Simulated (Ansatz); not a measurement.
Consider the formal hydrolysis of a Y–Cl bond: `[F][Y]([F])[Cl]` + H₂O → `[OH][Y]([F])[F]` + HCl.

Program: Ansatz. Geometries: PBE0-D4/def2-TZVP. ΔE: electronic, gas phase. CCSD(T)/CBS adds triple-zeta CCSD(T) − MP2 to the extrapolated MP2 energy (def2 sets, frozen cores). This one scheme is used for every species. DFT in def2-TZVPP. B3LYP here is the variant with VWN-RPA as its local correlation; programs differ in this. HSE06 is defined as in plane-wave codes. Elements past krypton have def2 core potentials. For Y outer-core shells are correlated without core-valence functions, which leaves a few kJ/mol of doubt a bond. One conformer a species, not always the lowest.

Question: Is it downhill or uphill in electronic energy at CCSD(T)/CBS, and by how much? (Estimate.)

Answer: Computed: Uphill: ΔE = +57.7 kJ/mol.

Question: What do these levels give: BLYP-D4, r2SCAN-D4, B3LYP-D4, HSE06-D4, BLYP, r2SCAN, CCSD/def2-SVP, CCSD/def2-TZVPP, CCSD(T)/def2-TZVPP, MP2/def2-QZVPP, SCS-MP2/def2-QZVPP, HF/CBS(def2)? (An estimate is asked.)

Answer: Ansatz gave: BLYP-D4 47.5, r2SCAN-D4 57.8, B3LYP-D4 53.0, HSE06-D4 60.3, BLYP 47.2, r2SCAN 57.7, CCSD/def2-SVP 43.4, CCSD/def2-TZVPP 54.1, CCSD(T)/def2-TZVPP 53.2, MP2/def2-QZVPP 55.3, SCS-MP2/def2-QZVPP 54.2, HF/CBS(def2) 70.5 kJ/mol.

Largest T1 diagnostic among the species: 0.015.

Leaving LDA and LC-ωPBE aside and taking each functional with its dispersion term where it has one, the values, not all of them listed here, spread over 14.4 kJ/mol, from BLYP-D4 to r2SCAN0-D4. LDA lies −5.1 kJ/mol from PBE without D4. From r2SCAN to r2SCAN0 (25 % exact exchange), in def2-TZVPP and without D4, ΔE moves by +4.1 kJ/mol. In def2-TZVPP, CCSD(T) changes the Hartree–Fock value by −17.0 kJ/mol (the triples alone add −0.9 kJ/mol) and MP2 by −17.6 kJ/mol.
